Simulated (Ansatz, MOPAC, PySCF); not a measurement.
Noncovalent pair: SiH4 (SMILES [SiH4]) (first 5 atoms) with AsH3 (SMILES [AsH3]); geometry from B3LYP-D3(BJ)/def2-TZVP.
(charge 0, multiplicity 1):
```xyz
9

Si     0.0047    -0.0823     0.1973
H      0.3140    -0.6296    -1.1431
H     -1.4219     0.3073     0.2561
H      0.8518     1.1025     0.4583
H      0.2739    -1.1135     1.2247
As     0.1119     0.4385     4.1774
H     -0.6262     1.0291     5.3751
H     -0.7231    -0.8361     4.2204
H     -0.8503     1.0968     3.1939
```

Counterpoise-corrected where a basis set is named; no monomer relaxation. Rows marked so take none.

Cores are frozen in the correlated methods. Filled d and f shells under p-block atoms count as core. Rows in 6-31G* carry no dispersion term and start afresh at each structure (6-31G* with six Cartesian d functions); the Pople sets are all-electron and without relativity. The state reached by PM3 isn't checked.

Programs: Ansatz (Gaussian basis) for Hartree–Fock, density functionals and correlated methods; MOPAC for PM3 (differences of heats of formation); PySCF for 6-31G* rows, the dispersion terms. Values without a source in brackets are computed.

One of these levels gives -1.27 kcal/mol for the interaction energy. Name it.
A. PM3
B. BP86/6-31G* (no counterpoise)
C. MP2/def2-SVPD
D. B3LYP-D3(BJ)/def2-TZVPPD

D, B3LYP-D3(BJ)/def2-TZVPPD. The others give 1.34 (PM3), 0.87 (BP86/6-31G* (no counterpoise)), -0.55 (MP2/def2-SVPD)

Ansatz is a quantum-chemistry and plane-wave program.
